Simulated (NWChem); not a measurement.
System: SiSbH5O2; SMILES [OH][Sb]([OH])[SiH3]

Here is an NWChem input.

```
start job
memory heap 200 mb stack 900 mb global 1100 mb
geometry units angstroms noautoz
  Sb     0.044247    -0.521784     0.288656
  O      1.316117    -0.918434    -1.195227
  H      1.159752    -0.341187    -1.954078
  O     -1.663593    -0.517790    -0.757940
  H     -2.071985    -1.391922    -0.733741
  Si     0.122726     2.053386    -0.064571
  H     -0.977675     2.739252     0.678023
  H     -0.013994     2.318271    -1.529844
  H      1.436474     2.592971     0.405312
end
basis spherical
  * library sto-3g
end
dft
  xc b3lyp
  iterations 150
  mulliken
end
task dft energy
```

Output (shortened):

```
             Northwest Computational Chemistry Package (NWChem) 7.3.0
             --------------------------------------------------------

 C1  symmetry detected

                             Geometry "geometry" -> ""
                             -------------------------

 Output coordinates in angstroms (scale by  1.889725989 to convert to a.u.)

  No.       Tag          Charge          X              Y              Z
 ---- ---------------- ---------- -------------- -------------- --------------
    1 Sb                  51.0000    -0.00274425    -0.47399055     0.35856436
    2 O                    8.0000     1.47034128    -0.86993631    -0.92601310
    3 H                    1.0000     1.40896777    -0.31146963    -1.71205839
    4 O                    8.0000    -1.54874463    -0.53026387    -0.91376136
    5 H                    1.0000    -1.93868386    -1.41302266    -0.92643765
    6 Si                  14.0000     0.07154699     2.09489043    -0.03862588
    7 H                    1.0000    -1.13488750     2.76938025     0.52910619
    8 H                    1.0000     0.13390045     2.32775123    -1.51435257
    9 H                    1.0000     1.29622879     2.67401449     0.59591776

 Effective nuclear repulsion energy (a.u.)     492.1528207071

                                 NWChem DFT Module
                                 -----------------

 Summary of "ao basis" -> "ao basis" (spherical)
 ------------------------------------------------------------------------------
       Tag                 Description            Shells   Functions and Types
 ---------------- ------------------------------  ------  ---------------------
 Sb                          sto-3g                 11       27   5s4p2d
 O                           sto-3g                  3        5   2s1p
 H                           sto-3g                  1        1   1s
 Si                          sto-3g                  5        9   3s2p

            General Information
            -------------------
          SCF calculation type: DFT
          Wavefunction type:  closed shell.
          No. of atoms     :     9
          No. of electrons :    86
           Alpha electrons :    43
            Beta electrons :    43
          Charge           :     0
          Spin multiplicity:     1
          Use of symmetry is: off; symmetry adaption is: off
          Maximum number of iterations: 150
          AO basis - number of functions:    51
                     number of shells:    27
          Convergence on energy requested:  1.00D-06
          Convergence on density requested:  1.00D-05
          Convergence on gradient requested:  5.00D-04

              XC Information
              --------------
                         B3LYP Method XC Potential
                     Hartree-Fock (Exact) Exchange  0.200
                        Slater Exchange Functional  0.800 local
                    Becke 1988 Exchange Functional  0.720 non-local
              Lee-Yang-Parr Correlation Functional  0.810
                  VWN I RPA Correlation Functional  0.190 local

             Grid Information
             ----------------
          Grid used for XC integration:  medium
          Radial quadrature: Mura-Knowles
          Angular quadrature: Lebedev.
          Tag              B.-S. Rad. Rad. Pts. Rad. Cut. Ang. Pts.
          ---              ---------- --------- --------- ---------
          Sb                  1.45      123           9.0       590
          O                   0.60       49          11.0       434
          H                   0.35       45          12.0       434
          Si                  1.10       88          10.0       590
          Grid pruning is: on
          Number of quadrature shells:   534
          Spatial weights used:  Erf1

      Superposition of Atomic Density Guess
      -------------------------------------

 Sum of atomic energies:       -6686.63941260

      Non-variational initial energy
      ------------------------------

 Total energy =   -6686.261961
 1-e energy   =  -10229.527246
 2-e energy   =    3051.112464
 HOMO         =      -0.087897
 LUMO         =       0.218034

     ---------------------------------------------
      Total Density - Mulliken Population Analysis
     ---------------------------------------------

    Atom       Charge   Shell Charges
 -----------   ------   -------------------------------------------------------
    1 Sb  51    50.18   2.00  2.00  6.00  2.00  6.00  2.00  5.99  1.73  2.47 10.00  9.99
    2 O    8     8.82   2.00  1.85  4.98
    3 H    1     0.65   0.65
    4 O    8     8.82   2.00  1.85  4.97
    5 H    1     0.66   0.66
    6 Si  14    13.29   2.00  1.99  5.88  1.33  2.09
    7 H    1     1.19   1.19
    8 H    1     1.19   1.19
    9 H    1     1.19   1.19

   convergence    iter        energy       DeltaE   RMS-Dens  Diis-err
 ---------------- ----- ----------------- --------- --------- ---------
 d= 0,ls=0.0,diis     1  -6690.7599001002 -7.18D+03  5.02D-02  7.04D-01
 d= 0,ls=0.0,diis     2  -6690.5816781208  1.78D-01  3.37D-02  1.66D+00
 d= 0,ls=0.0,diis     3  -6690.8950158240 -3.13D-01  6.31D-03  1.42D-02
 d= 0,ls=0.0,diis     4  -6690.8937980318  1.22D-03  3.64D-03  2.26D-02
 d= 0,ls=0.0,diis     5  -6690.8980671866 -4.27D-03  4.29D-04  1.79D-04
  Resetting Diis
 d= 0,ls=0.0,diis     6  -6690.8981085060 -4.13D-05  1.14D-04  9.82D-06
 d= 0,ls=0.0,diis     7  -6690.8981108801 -2.37D-06  2.00D-05  1.45D-07
 d= 0,ls=0.0,diis     8  -6690.8981108972 -1.70D-08  9.74D-06  1.04D-07

         Total DFT energy =    -6690.898110897156
      One electron energy =   -10223.812124541353
           Coulomb energy =     3247.445723229561
    Exchange-Corr. energy =     -206.684530292482
 Nuclear repulsion energy =      492.152820707119

 Numeric. integr. density =       85.999978771398

                       DFT Final Molecular Orbital Analysis
                       ------------------------------------

 Vector   41  Occ=2.000000D+00  E=-1.469395D-01
              MO Center= -4.8D-01, -4.8D-01, -7.1D-01, r^2= 3.2D+00
   Bfn.  Coefficient  Atom+Function         Bfn.  Coefficient  Atom+Function
  ----- ------------  ---------------      ----- ------------  ---------------
    36      0.586846  4 O  px                30      0.469534  2 O  px
    37     -0.364063  4 O  py                38     -0.300290  4 O  pz
    47     -0.204929  6 Si py                16      0.193164  1 Sb py
    29      0.165838  2 O  s                 17     -0.153297  1 Sb pz
    14     -0.149636  1 Sb s                 31     -0.139713  2 O  py

 Vector   42  Occ=2.000000D+00  E=-1.398298D-01
              MO Center=  1.1D+00, -5.9D-01, -8.2D-01, r^2= 2.0D+00
   Bfn.  Coefficient  Atom+Function         Bfn.  Coefficient  Atom+Function
  ----- ------------  ---------------      ----- ------------  ---------------
    31      0.706604  2 O  py                30      0.405183  2 O  px
    32      0.401415  2 O  pz                47      0.245968  6 Si py
    38      0.215861  4 O  pz                45     -0.140131  6 Si s
    36      0.117938  4 O  px                16     -0.104601  1 Sb py
    49      0.094556  7 H  s                 43     -0.091339  6 Si py

 Vector   43  Occ=2.000000D+00  E=-1.316744D-01
              MO Center= -5.0D-01, -5.7D-01, -2.4D-02, r^2= 3.1D+00
   Bfn.  Coefficient  Atom+Function         Bfn.  Coefficient  Atom+Function
  ----- ------------  ---------------      ----- ------------  ---------------
    38      0.615859  4 O  pz                14     -0.457213  1 Sb s
    17     -0.454794  1 Sb pz                16      0.332991  1 Sb py
    47     -0.188366  6 Si py                13      0.155169  1 Sb pz
    32      0.154947  2 O  pz                36     -0.148214  4 O  px
    35     -0.145274  4 O  s                 29      0.143845  2 O  s

 Vector   44  Occ=0.000000D+00  E= 1.231169D-01
              MO Center= -1.6D-01, -1.4D-01, -2.5D-02, r^2= 3.3D+00
   Bfn.  Coefficient  Atom+Function         Bfn.  Coefficient  Atom+Function
  ----- ------------  ---------------      ----- ------------  ---------------
    16      0.730715  1 Sb py                47      0.458311  6 Si py
    17      0.452684  1 Sb pz                45     -0.429648  6 Si s
    15      0.368479  1 Sb px                36      0.345771  4 O  px
    30     -0.255952  2 O  px                38      0.255411  4 O  pz
    35      0.253545  4 O  s                 50      0.218899  8 H  s

 Vector   45  Occ=0.000000D+00  E= 1.353985D-01
              MO Center=  1.4D-01, -3.7D-01,  2.7D-02, r^2= 3.1D+00
   Bfn.  Coefficient  Atom+Function         Bfn.  Coefficient  Atom+Function
  ----- ------------  ---------------      ----- ------------  ---------------
    15      0.888243  1 Sb px                29     -0.439522  2 O  s
    38      0.367850  4 O  pz                30      0.349618  2 O  px
    16     -0.324892  1 Sb py                11     -0.254268  1 Sb px
    31     -0.240516  2 O  py                35      0.240557  4 O  s
    33      0.237808  3 H  s                 32     -0.232017  2 O  pz

 Vector   46  Occ=0.000000D+00  E= 2.073978D-01
              MO Center= -3.9D-02,  3.5D-01, -2.0D-01, r^2= 3.4D+00
   Bfn.  Coefficient  Atom+Function         Bfn.  Coefficient  Atom+Function
  ----- ------------  ---------------      ----- ------------  ---------------
    17     -0.632723  1 Sb pz                45     -0.620530  6 Si s
    14      0.595877  1 Sb s                 16      0.469338  1 Sb py
    47      0.452483  6 Si py                35     -0.405572  4 O  s
    30      0.351239  2 O  px                36     -0.280760  4 O  px
    49      0.277295  7 H  s                 51      0.275844  9 H  s

     ---------------------------------------------
      Total Density - Mulliken Population Analysis
     ---------------------------------------------

    Atom       Charge   Shell Charges
 -----------   ------   -------------------------------------------------------
    1 Sb  51    50.57   2.00  2.00  6.00  2.00  6.00  2.00  5.98  1.75  2.85 10.00  9.99
    2 O    8     8.39   2.00  1.89  4.50
    3 H    1     0.83   0.83
    4 O    8     8.39   2.00  1.89  4.51
    5 H    1     0.83   0.83
    6 Si  14    13.63   2.00  1.98  5.88  1.33  2.44
    7 H    1     1.12   1.12
    8 H    1     1.12   1.12
    9 H    1     1.12   1.12

     -------------------------------------------
      Total Density - Lowdin Population Analysis
     -------------------------------------------

    Atom       Charge   Shell Charges
 -----------   ------   -------------------------------------------------------
    1 Sb  51    50.61   2.00  2.00  6.00  2.00  5.99  2.00  5.92  1.73  2.99 10.00  9.99
    2 O    8     8.31   2.00  1.77  4.54
    3 H    1     0.89   0.89
    4 O    8     8.32   2.00  1.78  4.54
    5 H    1     0.88   0.88
    6 Si  14    13.61   2.00  1.98  5.83  1.22  2.58
    7 H    1     1.13   1.13
    8 H    1     1.13   1.13
    9 H    1     1.13   1.13

     Multipole analysis of the density
     ---------------------------------

     L   x y z        total         alpha         beta         nuclear
     -   - - -        -----         -----         ----         -------
     0   0 0 0     -0.000000    -43.000000    -43.000000     86.000000

     1   1 0 0     -0.255172     -0.127586     -0.127586      0.000000
     1   0 1 0      0.087992      0.043996      0.043996      0.000000
     1   0 0 1     -0.156437     -0.078218     -0.078218      0.000000

     2   2 0 0    -37.875852    -99.797446    -99.797446    161.719041
     2   1 1 0      3.006290     -1.063132     -1.063132      5.132555
     2   1 0 1     -0.636373      0.229650      0.229650     -1.095673
     2   0 2 0    -36.252824   -202.988960   -202.988960    369.725096
     2   0 1 1      0.737377     -3.017289     -3.017289      6.771956
     2   0 0 2    -36.647023    -66.238842    -66.238842     95.830662
```

Level: B3LYP/STO-3G, non-relativistic. The geometry was optimised at PBE0/def2-SVP (def2 core potentials past Kr).
